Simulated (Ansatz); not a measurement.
Start from `C=CC(=O)O` and change one atom or group to get `C[SiH2]C(=O)O`.

Ansatz, PBE0-D4/def2-TZVP geometries, multiplicity 1. Each molecule was computed in one conformer, which needn't be the lowest.

```
                                        property  `C=CC(=O)O`
         HOMO–LUMO gap (ωB97M-V/def2-TZVPP) / eV        11.31
             LUMO energy (B3LYP/def2-TZVPP) / eV        -1.77
              LUMO energy (PBE0/def2-TZVPP) / eV        -1.54
size of the dipole moment (B3LYP/def2-TZVPP) / D         2.17
            HOMO–LUMO gap (PBE0/def2-TZVPP) / eV         6.67
              HOMO energy (PBE0/def2-TZVPP) / eV        -8.20
```

(1) What does the change do to each property? (An estimate is asked.)

Answers

(1) The calculation gave: 
```
                                        property  `C[SiH2]C(=O)O`  shift
         HOMO–LUMO gap (ωB97M-V/def2-TZVPP) / eV            11.77   0.46
             LUMO energy (B3LYP/def2-TZVPP) / eV            -0.85   0.92
              LUMO energy (PBE0/def2-TZVPP) / eV            -0.59   0.95
size of the dipole moment (B3LYP/def2-TZVPP) / D             0.97  -1.20
            HOMO–LUMO gap (PBE0/def2-TZVPP) / eV             7.19   0.52
              HOMO energy (PBE0/def2-TZVPP) / eV            -7.78   0.42
```

With PBE0 the HOMO rises by 0.42 eV and the LUMO rises by 0.95 eV, so the gap widens by about 0.53 eV. PBE moves the HOMO by 0.23 eV and ωB97M-V by 0.53 eV. The zero-point energy changes by 26.4 kJ/mol with +6 modes. Dipoles are sizes alone; their direction can turn.

B3LYP here is the variant with VWN-RPA as its local correlation; programs differ in this.
